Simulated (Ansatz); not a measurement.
Consider the formal exchange of groups at the Si–F bond: `N[Si]1(F)[AlH][S]1` + CH₄ → `C[Si]1(N)[AlH][S]1` + H–F.

Gas-phase electronic energies from Ansatz, PBE0-D4/def2-TZVP geometries. CCSD(T)/CBS adds triple-zeta CCSD(T) − MP2 to the extrapolated MP2 energy (def2 sets, frozen cores). This one scheme is used for every species. DFT in def2-TZVPP. Each species was taken in one conformer, which may not be the lowest.

| level | ΔE (kJ/mol) |
| --- | --- |
| PBE0-D4 | 134.0 |
| PBE | 138.5 |

Problem. What does CCSD(T)/CBS give? (An estimate is asked.)

Solution. Computed: +139.2 kJ/mol. The listed levels differ from it by -5.2, -0.7 kJ/mol.

Largest T1 diagnostic among the species: 0.014.

In def2-TZVPP, CCSD(T) changes the Hartree–Fock value by −26.0 kJ/mol (the triples alone add −3.5 kJ/mol) and MP2 by −28.4 kJ/mol. The D4 term adds −7.8 kJ/mol with B3LYP and −4.5 kJ/mol with PBE0; it sums over pairs of atoms, weighted by their polarisabilities, and B3LYP, whose exchange is more repulsive, gets the larger term.

B3LYP here is the variant with VWN-RPA as its local correlation; programs differ in this.
